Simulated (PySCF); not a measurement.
Isomers of C5H9NOSi, one GFN2-xTB conformer each. Single-point energies are computed at PBE0/pcSseg-1 (PySCF, gas phase, no added dispersion term), electronic only.

| SMILES | GFN2-xTB relative energy (kJ/mol) |
| --- | --- |
| C[C@]1(C#N)CC[SiH2]O1 | 0.0 |
| C#C[SiH2]CNC(C)=O | 216.6 |
| C#C[Si@@]1(O)CCCN1 | 84.7 |
| C#CCN(C=O)[SiH2]C | 153.8 |
| [H]/N=C/CCO[SiH2]C#C | 210.1 |

Conformers: `[CH3:1][C@:2]1([C:3]#[N:4])[CH2:5][CH2:6][SiH2:7][O:8]1` with C1–C2–C5–C6 -158°, C2–C5–C6–Si7 32°, C5–C6–Si7–O8 -18°, C6–Si7–O8–C2 -3°; `[CH:1]#[C:2][SiH2:3][CH2:4][NH:5][C:6]([CH3:7])=[O:8]` with C2–Si3–C4–N5 66°, Si3–C4–N5–C6 8°, C4–N5–C6–C7 -179°; `[CH:1]#[C:2][Si@@:3]1([OH:4])[CH2:5][CH2:6][CH2:7][NH:8]1` with C2–Si3–O4–H -173°, C2–Si3–C5–C6 132°, Si3–C5–C6–C7 -32°, C5–C6–C7–N8 44°, C6–C7–N8–Si3 -36°; `[CH:1]#[C:2][CH2:3][N:4]([CH:5]=[O:6])[SiH2:7][CH3:8]` with C2–C3–N4–C5 -86°, C3–N4–C5–O6 176°, C3–N4–Si7–C8 -106°; `[H]/[N:8]=[CH:7]/[CH2:6][CH2:5][O:4][SiH2:3][C:2]#[CH:1]` with C2–Si3–O4–C5 55°, Si3–O4–C5–C6 -167°, O4–C5–C6–C7 67°, C5–C6–C7–N8 129°.

Q: What does PBE0/pcSseg-1 give for the same structures?

A: 
| SMILES | PBE0/pcSseg-1 E (Eh) | PBE0/pcSseg-1 (kJ/mol) | GFN2-xTB (kJ/mol) | point group |
| --- | --- | --- | --- | --- |
| C#C[Si@@]1(O)CCCN1 | -614.88942 | 0.0 | 84.7 | C1 |
| C[C@]1(C#N)CC[SiH2]O1 | -614.88224 | 18.8 | 0.0 | C1 |
| C#CCN(C=O)[SiH2]C | -614.82490 | 169.4 | 153.8 | C1 |
| C#C[SiH2]CNC(C)=O | -614.82273 | 175.1 | 216.6 | C1 |
| [H]/N=C/CCO[SiH2]C#C | -614.80377 | 224.9 | 210.1 | C1 |

GFN2-xTB puts C[C@]1(C#N)CC[SiH2]O1 lowest instead; measured from each level's own lowest isomer, the values differ by up to 84.7 kJ/mol (C#C[Si@@]1(O)CCCN1: 84.7 against 0.0). As drawn, the lowest has an O–H bond, which the highest lacks; the highest has a C=N bond, which the lowest lacks. Neighbours under 10 kJ/mol apart (C#CCN(C=O)[SiH2]C and C#C[SiH2]CNC(C)=O) can change places with a better method, another conformer or zero-point energy.

Q: Which frontier levels, dipoles and rotational constants go with these structures?

A: 
| SMILES | HOMO (eV, PBE0/pcSseg-1) | LUMO (eV) | dipole (D) | A, B, C (MHz) |
| --- | --- | --- | --- | --- |
| C#C[Si@@]1(O)CCCN1 | -6.87 | 0.33 | 1.69 | 2699, 1275, 1160 |
| C[C@]1(C#N)CC[SiH2]O1 | -8.63 | 0.12 | 4.02 | 2567, 1462, 1358 |
| C#CCN(C=O)[SiH2]C | -7.67 | 0.00 | 2.90 | 2263, 1255, 1059 |
| C#C[SiH2]CNC(C)=O | -7.35 | 0.35 | 4.77 | 2507, 1297, 1032 |
| [H]/N=C/CCO[SiH2]C#C | -7.23 | -0.51 | 1.60 | 2745, 832.2, 698.0 |
